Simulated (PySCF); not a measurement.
# Two-photon absorption: SMILES C(=C(\C(=C)Cl)Cl)/C(F)(F)F, C5H3Cl2F3

Geometry:
| atom | x (Å) | y (Å) | z (Å) |
| --- | --- | --- | --- |
| C1 | -2.589 | -0.199 | 0.776 |
| C2 | -1.589 | 0.023 | -0.083 |
| Cl3 | -1.957 | 0.471 | -1.721 |
| C4 | -0.155 | -0.077 | 0.242 |
| Cl5 | 0.203 | -0.555 | 1.865 |
| C6 | 0.832 | 0.176 | -0.630 |
| C7 | 2.298 | 0.086 | -0.333 |
| F8 | 2.674 | 0.929 | 0.632 |
| F9 | 2.666 | -1.140 | 0.044 |
| F10 | 2.995 | 0.396 | -1.429 |
| H11 | -2.373 | -0.481 | 1.806 |
| H12 | -3.627 | -0.102 | 0.457 |
| H13 | 0.571 | 0.479 | -1.644 |

Method used: PySCF, TDDFT CAM-B3LYP/aug-cc-pVDZ excited states, vertical, gas phase. Geometry: PBE0-D3(BJ)/def2-SVP.

(1) How strongly do the lowest singlets absorb one photon, and two photons of half the energy?

## Answers

(1) δ for parallel linear polarisation; σ at the peak of a Lorentzian of half width 0.1 eV, single beam; Ω is circular over linear.
```
state  E (eV)      f  photon λ (nm)  δ (au)  σ (GM)     Ω                                  main
   S1    5.41  0.463            459    29.6    0.32  1.22                        HOMO→LUMO 0.95
   S2    5.81  0.047            427     213    2.63  1.07                      HOMO−1→LUMO 0.96
   S3    6.10  0.000            406    0.19    0.00  1.27                      HOMO−2→LUMO 0.97
   S4    6.36  0.000            390    1.95    0.03  1.42    HOMO→LUMO+2 0.43, HOMO→LUMO+4 0.32
   S5    6.75  0.000            367     109    1.82  1.50  HOMO→LUMO+1 0.51, HOMO−1→LUMO+2 0.11
   S6    6.83  0.000            363    7.14    0.12  1.50                      HOMO−3→LUMO 0.91
```

Among these, the strongest one-photon state is S1, the strongest two-photon state S2, with a dipole change of 1.1 D (relaxed, norm of the difference vector).
